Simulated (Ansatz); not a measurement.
**A relaxation, step by step**

SiHSOF (SMILES F[SiH]1OS1), singlet, PBE0-D4/def2-TZVP (Ansatz 0.2.0). Settings:

```yaml
hamiltonian: {xc: pbe0, dispersion: d4}
relax: {f_tol: 0.2, max_steps: 30, max_displacement: 0.05}
```

Start (the SMILES describes the start alone):

F1  (-1.415, 0.336, 1.026)
Si2  (0.021, 0.389, -0.139)
O3  (1.070, -0.567, 0.628)
S4  (0.454, -1.689, -0.576)
H5  (-0.065, 1.370, -0.938)
(Å)

| step | energy less the last (meV) | largest force component (eV/Å) |
| --- | --- | --- |
| 1 | 1935.0 | 7.939 |
| 2 | 1226.1 | 5.301 |
| 3 | 693.0 | 3.795 |
| 4 | 319.6 | 2.627 |
| 5 | 116.2 | 1.250 |
| 6 | 45.0 | 0.818 |
| 7 | 0.0 | 0.082 |

Step 2, positions (Å) and forces (eV/Å):

```
atom       x       y       z      Fx      Fy      Fz
  F1  -1.398   0.342   1.011   3.103   0.769  -2.855
 Si2  -0.003   0.354  -0.116  -4.360  -5.301   4.559
  O3   1.081  -0.566   0.636   1.533   0.613   0.760
  S4   0.452  -1.681  -0.579  -0.510   0.945  -0.530
  H5  -0.066   1.389  -0.949   0.234   2.973  -1.933
```

Step 3, positions (Å) and forces (eV/Å):

```tsv
atom	x	y	z	Fx	Fy	Fz
F1	-1.377	0.347	0.991	2.535	0.651	-2.368
Si2	-0.033	0.325	-0.091	-3.795	-3.537	3.114
O3	1.091	-0.562	0.641	1.377	0.446	0.614
S4	0.448	-1.675	-0.582	-0.397	0.734	-0.408
H5	-0.063	1.402	-0.956	0.280	1.707	-0.952
```

Step 5, positions (Å) and forces (eV/Å):

```json
{"atom": "F1", "x": "-1.338", "y": "0.364", "z": "0.951", "Fx": "0.332", "Fy": "0.480", "Fz": "-0.541"}
{"atom": "Si2", "x": "-0.101", "y": "0.268", "z": "-0.052", "Fx": "-1.058", "Fy": "-1.250", "Fz": "0.458"}
{"atom": "O3", "x": "1.118", "y": "-0.549", "z": "0.647", "Fx": "0.673", "Fy": "0.293", "Fz": "0.103"}
{"atom": "S4", "x": "0.442", "y": "-1.661", "z": "-0.589", "Fx": "-0.125", "Fy": "0.287", "Fz": "-0.169"}
{"atom": "H5", "x": "-0.055", "y": "1.416", "z": "-0.954", "Fx": "0.177", "Fy": "0.189", "Fz": "0.149"}
```

Last step (7):

F1  (-1.374, 0.420, 0.922)
Si2  (-0.149, 0.205, -0.044)
O3  (1.175, -0.513, 0.597)
S4  (0.446, -1.675, -0.582)
H5  (-0.033, 1.402, -0.890)
(Å)

The run took about 38 s on 2 CPU threads of an Intel Xeon (shared host).
